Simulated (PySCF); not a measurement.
## How methods differ on the ionisation energy of Pb⁶⁸⁺

Pb⁶⁸⁺ [Ne] 3s2 3p2 (3P) → Pb⁶⁹⁺ [Ne] 3s2 3p1 (2P), as a difference of total energies. Calculation: PySCF 2.14, in an uncontracted even-tempered set (17 s from 21 bohr⁻², ratio 2.5; 12 p from 27 bohr⁻², ratio 2.5; 4 d from 100 bohr⁻², ratio 2.7; 4 f from 150 bohr⁻², ratio 2.7); scalar relativity by spin-free X2C-1e. Correlated levels: outer shells: 1s2 frozen; virtual orbitals above 40 to 60 times the deepest correlated orbital energy dropped. The calculations carry no spin-orbit coupling.

```csv
method,ionisation energy (eV)
UHF,8129.1
LDA,8129.7
PBE,8131.4
PBE0,8131.1
r2SCAN,8132.0
TPSSh,8131.4
B97-3,8130.5
MP2 (outer shells),8129.9
SCS-MP2 (outer shells),8129.7
```

Spin-orbit coupling is strong in these open shells (close to jj coupling). The scalar numbers leave it out and a first-order estimate fails, so it can dominate the gap to the real levels.

Breit and QED terms and the two-electron picture change are absent.

For comparison: 8520 ± 50 eV (theoretical estimate listed by NIST; NIST Atomic Spectra Database, ionization energies).
